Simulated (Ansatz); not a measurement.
`FBB([SiH3])Br` + H₂ → `FBB[SiH3]` + HBr at 600 K and 1 bar (hydrogenolysis of a B–Br bond).

Program: Ansatz. Geometries: PBE0-D4/def2-TZVP. ΔE: electronic, gas phase. CCSD(T)/CBS is the MP2 limit (def2-TZVPP, def2-QZVPP) plus CCSD(T) − MP2 in def2-TZVPP, frozen cores. This one scheme is used for every species. For Br outer-core shells are correlated without core-valence functions, which leaves a few kJ/mol of doubt a bond. Scalar relativity is left out up to krypton. One conformer a species, not always the lowest.

```json
{"species": "`FBB([SiH3])Br`", "CCSD(T)/CBS energy (Eh)": "-3014.23019", "H − E (kJ/mol)": "179.6", "S (J/(mol·K))": "483.0"}
{"species": "H₂", "CCSD(T)/CBS energy (Eh)": "-1.17544", "H − E (kJ/mol)": "43.9", "S (J/(mol·K))": "150.8"}
{"species": "`FBB[SiH3]`", "CCSD(T)/CBS energy (Eh)": "-441.45936", "H − E (kJ/mol)": "190.9", "S (J/(mol·K))": "420.6"}
{"species": "HBr", "CCSD(T)/CBS energy (Eh)": "-2573.91920", "H − E (kJ/mol)": "33.5", "S (J/(mol·K))": "219.1"}
```

H − E and S are ideal-gas, rigid-rotor, harmonic terms from PBE0-D4/def2-TZVP, for one conformer and one mirror image of each species. The MP2-based limit puts H₂ 0.8 mEh under its directly extrapolated value; such offsets cancel only in part. 1 Eh = 2625.50 kJ/mol, R = 8.31446 J/(mol·K).

Question: By hand: ΔE, ΔH, ΔS and ΔG.

Answer: ΔE = (-441.45936) + (-2573.91920) − (-3014.23019) − (-1.17544) = 0.02707 Eh = 71.1 kJ/mol. Δ(H − E) = 190.9 + 33.5 − 179.6 − 43.9 = 0.9, so ΔH = 72.0 kJ/mol. ΔS = 420.6 + 219.1 − 483.0 − 150.8 = 5.9 J/(mol·K). ΔG = 72.0 − 600 × (5.9)/1000 = 68.5 kJ/mol.

Question: By hand: the equilibrium constant, and the temperature at which ΔG would vanish if ΔH and ΔS stayed fixed.

Answer: log₁₀ K = −ΔG/(RT ln 10) = -6.0. ΔG = 0 at ΔH/ΔS = 12203 K, far beyond where these terms or the molecules hold.

The number of gas molecules stays the same, so ΔS is small and ΔH decides. A doubt of 5 kJ/mol in ΔE shifts log₁₀ K by 0.4 here. Other conformers and mirror images would add mixing entropy, several J/(mol·K) or more a flexible species. Modes under 60 cm⁻¹, often nearly free rotors, make the harmonic entropy too high. These are equilibria of isolated gas molecules and say nothing of rates. Largest T1 diagnostic: 0.014 (customary marks: 0.02 for closed shells, 0.045 for open ones).
